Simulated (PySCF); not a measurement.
BiCl3, SMILES [Cl][Bi]([Cl])[Cl]. The structure is a stationary point at PBE-D3(BJ)/def2-SVP. The isomer is the one that the SMILES or the coordinates give; other isomers of the formula were not compared. The def2 effective core potentials stand for the cores of Bi; spin–orbit coupling is left out.

Calculation: PySCF with PBE-D3(BJ)/def2-SVP.

Harmonic wavenumbers (cm⁻¹): 93, 93, 106, 322, 322, 335. Rotational constants (GHz): 1.439, 1.439, 0.9854; symmetry number 3.

Work out the zero-point energy and the ideal-gas rigid-rotor harmonic-oscillator thermochemistry at 298.15 K and 1 atm.

ZPE = ½ Σ hcν = ½ × 1272 cm⁻¹ = 1.82 kcal/mol. H − E(el) = 6.31 kcal/mol. Entropy in cal/(mol K): translation 43.14, rotation 27.26, vibration 14.36, total 84.76. G − E(el) = -18.96 kcal/mol. Cp = 18.67 cal/(mol K). Modes under 150 cm⁻¹ make the vibrational entropy uncertain.
